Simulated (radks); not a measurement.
Q: These are the eigenvalues of the occupied orbitals of an atom or ion with whole-number occupations (hartree). All-electron calculation, Dirac Kohn-Sham, BLYP, spin-unpolarised, spherical densities, finite nucleus; Fermi nuclear charge, rms radius of each element as measured or else 0.836 A^(1/3) + 0.57 fm. Program: a radial shooting solver on a logarithmic mesh with Libxc functionals.

orbital  eigenvalue
1s1/2     -2015.409
2s1/2     -373.2733
2p1/2     -357.4034
2p3/2     -327.9301
3s1/2     -116.5017
3p1/2     -109.6539
3p3/2     -103.3548
3d3/2     -91.74903
3d5/2     -90.35670
4s1/2     -52.67254
4p1/2     -49.82578
4p3/2     -47.90862

Which element is it, and in what charge state? The configuration may be excited. Open shells, if any, are shared by 2j + 1.

A: Z = 66, dysprosium, charge +32: Dy32+ in [Ar] 3d10 4s2 4p4. The list shows which subshells hold electrons but not how many an open one holds; the 1s level, -2015.4 hartree, gives Z - s = 63.5 by -(Z - s)^2/2, which with screening and relativity narrows Z to a few neighbours, and the depths of the outer levels then fix element, charge and occupations together.
